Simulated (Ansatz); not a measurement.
Steps of a relaxation of CH9AlSi3 (`[AlH2][SiH2][SiH]1C[SiH2]1`) with RKS PBE0-D4/def2-TZVP.

```sh
$ ansatz run in.yaml --threads 4 --pin off --events-out ev --progress --plain --max-ram 10444MiB
```

```yaml
crystal:
  periodic: [false, false, false]
  atoms:
    - {symbol: Al, position_ang: [0.244938, 1.624490, 1.327553]}
    - {symbol: Si, position_ang: [-1.709655, 1.026498, -0.083733]}
    - {symbol: Si, position_ang: [-0.747186, -0.778337, -1.198740]}
    - {symbol: C, position_ang: [0.350353, -1.789203, 0.033848]}
    - {symbol: Si, position_ang: [1.457507, -0.434476, -0.716386]}
    - {symbol: H, position_ang: [0.954035, 3.046360, 1.121577]}
    - {symbol: H, position_ang: [0.493451, 0.745451, 2.646615]}
    - {symbol: H, position_ang: [-2.963470, 0.624785, 0.660469]}
    - {symbol: H, position_ang: [-2.086456, 2.063429, -1.112434]}
    - {symbol: H, position_ang: [-1.203579, -1.511809, -2.428899]}
    - {symbol: H, position_ang: [0.619284, -2.798613, -0.336298]}
    - {symbol: H, position_ang: [0.098303, -1.810433, 1.110023]}
    - {symbol: H, position_ang: [1.666898, 0.743609, 0.263393]}
    - {symbol: H, position_ang: [2.812775, -0.780951, -1.257988]}
basis:
  gaussian: {orbitals: def2-TZVP}
hamiltonian: {xc: pbe0, dispersion: d4}
relax: {f_tol: 0.005, max_steps: 150}
```

Positions (Å) and forces (eV/Å) along the path, 5 of 5 steps:

```xyz
14
step=1 energy=-31399.3485 eV
Al    0.245    1.624    1.328    0.038    0.008    0.049
Si   -1.710    1.026   -0.084   -0.175    0.011   -0.073
Si   -0.747   -0.778   -1.199    0.355   -0.139    0.114
C     0.350   -1.789    0.034    0.003   -0.073    0.081
Si    1.458   -0.434   -0.716   -0.211   -0.167    0.182
H     0.954    3.046    1.122   -0.077   -0.162    0.026
H     0.493    0.745    2.647   -0.022    0.106   -0.149
H    -2.963    0.625    0.660    0.260    0.066   -0.184
H    -2.086    2.063   -1.112    0.071   -0.216    0.207
H    -1.204   -1.512   -2.429    0.074    0.152    0.259
H     0.619   -2.799   -0.336   -0.131    0.533    0.166
H     0.098   -1.810    1.110    0.142    0.024   -0.604
H     1.667    0.744    0.263   -0.019   -0.227   -0.181
H     2.813   -0.781   -1.258   -0.309    0.084    0.108
14
step=2 energy=-31399.3914 eV
Al    0.247    1.604    1.317    0.021    0.038    0.042
Si   -1.699    1.020   -0.085   -0.119   -0.014   -0.041
Si   -0.738   -0.769   -1.190    0.155   -0.084    0.066
C     0.346   -1.771    0.041    0.006    0.065   -0.058
Si    1.444   -0.427   -0.707   -0.089   -0.123    0.090
H     0.952    3.015    1.116   -0.007   -0.018    0.000
H     0.498    0.737    2.629   -0.003    0.006   -0.021
H    -2.947    0.607    0.633    0.070    0.023   -0.033
H    -2.076    2.045   -1.106    0.032   -0.042    0.056
H    -1.203   -1.497   -2.404    0.026    0.035    0.067
H     0.614   -2.768   -0.327   -0.032    0.150    0.045
H     0.096   -1.790    1.103    0.038    0.008   -0.172
H     1.672    0.734    0.264   -0.015   -0.056   -0.059
H     2.782   -0.769   -1.255   -0.083    0.013    0.020
14
step=3 energy=-31399.3961 eV
Al    0.244    1.615    1.321   -0.022   -0.019    0.001
Si   -1.700    1.013   -0.084    0.013    0.009    0.001
Si   -0.731   -0.770   -1.188    0.012    0.005   -0.003
C     0.345   -1.769    0.036   -0.001    0.044   -0.018
Si    1.442   -0.434   -0.703   -0.010    0.007    0.029
H     0.951    3.022    1.117    0.002    0.003   -0.005
H     0.495    0.743    2.626    0.012    0.001    0.011
H    -2.943    0.603    0.633   -0.007   -0.001    0.001
H    -2.064    2.044   -1.096   -0.010    0.001   -0.009
H    -1.193   -1.498   -2.396   -0.008   -0.005   -0.006
H     0.615   -2.759   -0.331    0.004   -0.023   -0.007
H     0.094   -1.789    1.092   -0.001   -0.009    0.025
H     1.663    0.728    0.259    0.013   -0.007   -0.011
H     2.771   -0.778   -1.257    0.005   -0.005   -0.008
14
step=4 energy=-31399.3963 eV
Al    0.241    1.607    1.322   -0.006    0.013   -0.002
Si   -1.703    1.015   -0.086    0.007   -0.007    0.006
Si   -0.729   -0.767   -1.188   -0.007    0.008   -0.008
C     0.345   -1.765    0.038   -0.003    0.010    0.001
Si    1.444   -0.432   -0.701    0.003    0.003    0.005
H     0.949    3.013    1.114    0.003    0.003    0.001
H     0.501    0.739    2.630   -0.001   -0.002   -0.002
H    -2.946    0.605    0.631   -0.005   -0.006   -0.001
H    -2.071    2.043   -1.101    0.004    0.005    0.003
H    -1.194   -1.497   -2.395    0.001   -0.005   -0.004
H     0.614   -2.756   -0.330    0.002   -0.011   -0.002
H     0.095   -1.785    1.094   -0.001   -0.008    0.011
H     1.669    0.729    0.259    0.003    0.000   -0.004
H     2.771   -0.779   -1.258    0.002   -0.003   -0.004
14
step=5 energy=-31399.3964 eV
Al    0.241    1.610    1.322   -0.003    0.004    0.002
Si   -1.702    1.014   -0.085    0.000   -0.004    0.000
Si   -0.729   -0.767   -1.188    0.001    0.005   -0.004
C     0.345   -1.765    0.037   -0.002    0.004    0.004
Si    1.444   -0.433   -0.701    0.002   -0.001    0.002
H     0.949    3.017    1.115    0.000    0.000   -0.001
H     0.501    0.741    2.629    0.001    0.000   -0.001
H    -2.946    0.602    0.630   -0.001   -0.001    0.000
H    -2.069    2.044   -1.099    0.000    0.003    0.001
H    -1.194   -1.498   -2.395    0.000   -0.001    0.000
H     0.613   -2.756   -0.331    0.001   -0.002    0.000
H     0.094   -1.788    1.094   -0.001   -0.005    0.001
H     1.669    0.730    0.259    0.001    0.000   -0.002
H     2.770   -0.780   -1.259    0.000   -0.002   -0.002
```

Run time 22 s (4 threads of an AMD EPYC 9R14 on a shared host); peak host memory 0.84 GiB.
